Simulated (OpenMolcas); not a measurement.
Co3+ with 6 ligands (fluoride) in octahedral coordination (Oh). A charge of +0.5 e stands 2.4 Å behind each ligand. Ligand basis ANO-RCC-VDZP.

```json
{"Program": "OpenMolcas 26.06", "Method": "CASSCF", "Basis": "ANO-RCC-VDZP [5s4p2d1f]", "Scalar Hamiltonian": "DKH2, point nucleus", "Active space": "6 electrons in 5 orbitals (3d)", "State averaging": "2S+1 = 5 even, 5 roots; 2S+1 = 3 even, 45 roots; 2S+1 = 1 even, 50 roots", "Spin-orbit coupling": "state interaction with AMFI integrals over the reference wave functions"}
```

All ligands move together. At R = 1.84 Å the first state of the same spin is 12701 cm-1, and at R = 2.01 Å it is 7773 cm-1.

Task: A third run gives 10037 cm-1. What distance was it run at?

Result: With a power law R^-n the two known points give n = -ln(7773 / 12701) / ln(2.01 / 1.84) = 5.56. Then R = 1.84 × (12701 / 10037)^(1/5.56) = 1.920 Å. The run was at 1.92 Å, so the estimate is off by 0 Å.

An orbital triplet at a regular site is open to Jahn-Teller coupling, which can distort the site and quench the lowest spin-orbit gaps and is left out. Without dynamic correlation the repulsion within the d shell is too large (B by tens of per cent), so at a given field states of lower spin stand too high. Ligand-to-metal charge-transfer states are missing. With no ligand orbital active B as a rule stays too high, so bands that hang on it stand too high and its fall with covalency is understated. With metal d orbitals alone and no dynamic correlation the field as a rule comes out too small, by tens of per cent, by up to half for chloride and softer ligands, and with too little covalency χT stands high. This shell can be high or low spin here, a state of another spin lies low, and with metal d orbitals alone active their balance is uncertain, so the ground spin may be wrong (holds for R = 1.84). CASSCF with metal d orbitals alone favours high spin, so a ground state of lower spin is not ruled out (holds for R = 1.92; R = 2.01). No measured value stands beside these numbers; the geometry was imposed, not optimised, and the real ion may take another.
